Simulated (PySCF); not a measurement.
Predicted microwave data (PBE0-D3(BJ)/def2-SVP geometry optimisation, gas phase, def2 core potentials past Kr in PySCF 2.14.0) for one isomer of C4H12Sn:

| Item | Value |
| --- | --- |
| Rotational constants | A = 2415, B = 2414, C = 2410 MHz |
| Dipole components | \|μa\| = 0.01 D, \|μb\| = 0.00 D, \|μc\| = 0.01 D |
| Inertial defect | -208.99 u·Å² |

Problem. Which structure is it? (One computed conformer of each.)
A. SnHMe2Et (`C[CH2][SnH]([CH3])[CH3]`)
B. `[CH2]([SnH3])CCC` (SnH3(nBu))
C. `[C](C)(C)([SnH3])C` (Sn(tBu)H3)
D. `[CH3][Sn]([CH3])([CH3])[CH3]` (SnMe4)

Solution. D. It is [CH3][Sn]([CH3])([CH3])[CH3]. The candidates at the same level (rigid rotor, commonest isotopes):

```
                      SMILES  A (MHz)  B (MHz)  C (MHz)  μa (D)  μb (D)  μc (D)  Δ (u·Å²)  point group                        rotor
 [H][Sn]([CH3])([CH3])[CH2]C     3846     1917     1484    0.04    0.08    0.64    -54.58           C1               asymmetric top
   [H][Sn]([H])([H])[CH2]CCC    10324    780.3    760.1    0.92    0.09    0.21    -31.72           C1  near-prolate asymmetric top
 [H][Sn]([H])([H])[C](C)(C)C     4257     1517     1517    0.96    0.00    0.00   -118.70           C3        prolate symmetric top
[CH3][Sn]([CH3])([CH3])[CH3]     2415     2414     2410    0.01    0.00    0.01   -208.99      near Td                            –
```

`[H][Sn]([CH3])([CH3])[CH2]C` has A 59 % too high; `[H][Sn]([H])([H])[CH2]CCC` has A 328 % too high; `[H][Sn]([H])([H])[C](C)(C)C` has A 76 % too high. No structure here is proved a minimum.
